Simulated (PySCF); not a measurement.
## How methods differ on the excitation energy of Pb+

Pb+ [Xe] 4f14 5d10 6s2 6p1 (2P) → Pb+ [Xe] 4f14 5d10 6s2 7s1 (2S), as a difference of total energies. Computed with PySCF 2.14 in aug-cc-pwCVTZ-PP with ECP60MDF (8s7p6d4f1g, 96 functions), with a scalar-relativistic core potential. Correlated levels: valence: 5s2 5p6 5d10 frozen. The calculations carry no spin-orbit coupling.

```tsv
method	excitation energy (cm⁻¹)	error (cm⁻¹)
UHF	47903	-2159
MP2 (valence)	47966	-2095
SCS-MP2 (valence)	48083	-1979
CCSD (valence)	48134	-1928
CCSD(T) (valence)	48103	-1959
```

Reference: 50061 cm⁻¹ (measured; NIST levels, between the centres of gravity of the two terms).

Errors of the correlated levels include the incompleteness of this basis and the frozen core.
